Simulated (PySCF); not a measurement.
# NbF4 by CASSCF and spin-orbit coupling

NbF4: Nb(IV) (d1), charge 0. The structure is a PBE0-D3(BJ)/def2-TZVP geometry optimised for multiplicity 2; coordination tetrahedral, point group D2d, metal–donor distances 1.86 Å.

The d shell alone is too small an active space for NbF4 (an active orbital has only 0.60 squared overlap with the free ion's shell): its levels, fitted parameters, g values and moments show what this model gives and aren't sound predictions.

```
5

Nb    0.0000    0.0000    0.0000
F     0.7629    1.1967    1.1967
F     0.7629   -1.1967   -1.1967
F    -0.7629   -1.1967    1.1967
F    -0.7629    1.1967   -1.1967
```

Method (PySCF 2.14, density fitting): CASSCF(1,5) with orbitals averaged over all microstates of the shell, strongly contracted NEVPT2 on the averaged canonical orbitals; basis x2c-TZVPall on the metal, x2c-SVPall elsewhere; spin-free X2C; gas phase; spin-orbit coupling by state interaction with the mean-field operator over all roots.

## Spin-free states

```csv
2S+1,deg.,symmetry,cubic parent,free-ion term,CASSCF / cm⁻¹,NEVPT2 / cm⁻¹,f(ED),occupations
2,1,2A1,2E 1.00,2D 1.00,0,0,–,1.0 0.0 0.0 0.0 0.0
2,1,2B1,2E 1.00,2D 1.00,9600,10997,0,0.0 1.0 0.0 0.0 0.0
2,2,2E,2T2 1.00,2D 1.00,12794,13689,1.4e-09,0.0 0.0 0.5 0.5 0.0
2,1,2B2,2T2 1.00,2D 1.00,33606,33996,1.5e-02,0.0 0.0 0.0 0.0 1.0
```

Energies are counted from the ground state at NEVPT2 level. Weights follow the labels. f(ED) is the electric-dipole oscillator strength from the ground state at the fixed geometry, without vibronic coupling; occupations, where given, run over the ligand-field orbitals from the lowest.

## Magnetism

The ground doublet has g = 1.817, 1.817, 1.995. μeff is 1.66 μB at 300 K and 1.63 μB at 10 K; the spin-only value is 1.73 μB.

```csv
T / K,χT / cm³ K mol⁻¹,μeff / μB,"χT along axes a, b, c"
2,0.331,1.63,0.31 0.31 0.37
5,0.331,1.63,0.31 0.31 0.37
10,0.331,1.63,0.31 0.31 0.37
20,0.332,1.63,0.31 0.31 0.37
30,0.332,1.63,0.31 0.31 0.37
50,0.333,1.63,0.31 0.31 0.37
75,0.334,1.63,0.31 0.31 0.37
100,0.335,1.64,0.32 0.32 0.37
150,0.337,1.64,0.32 0.32 0.37
200,0.339,1.65,0.32 0.32 0.37
250,0.342,1.65,0.33 0.33 0.37
300,0.344,1.66,0.33 0.33 0.37
```

Axes in the frame of the coordinates: a = (0.00, -0.97, -0.23); b = (0.00, -0.23, 0.97); c = (1.00, 0.00, 0.00).

Powder magnetisation at 2 K: 0.15 μB at 0.5 T, 0.29 μB at 1 T, 0.53 μB at 2 T, 0.69 μB at 3 T, 0.86 μB at 5 T, 0.92 μB at 7 T.

## Spin-orbit levels

```csv
E / cm⁻¹,deg.,make-up,g (S′ = 1/2)
0.0,2,1.00 2A1,1.82 1.82 2.00
10952.8,2,0.98 2B1,1.64 1.64 1.76
13606.2,2,1.00 2E,0.18 0.18 0.82
13932.6,2,0.98 2E,0.37 0.37 3.07
34045.4,2,1.00 2B2,2.01 2.01 2.13
```

Charge-transfer states lie outside this active space and may come lower than some of these levels. NEVPT2 lifts 2B1 (from 2E) from 9600 to 10997 cm⁻¹; on the d shell alone such lifts tend to overshoot. NEVPT2 on the d shell alone tends to put d–d bands too high for such charged or covalently bound ions.

The job took 5.6 s on one thread of Arm Neoverse V2 (shared host), with 119 basis functions, launched as `OMP_NUM_THREADS=1 python lf_run.py task.json out`.
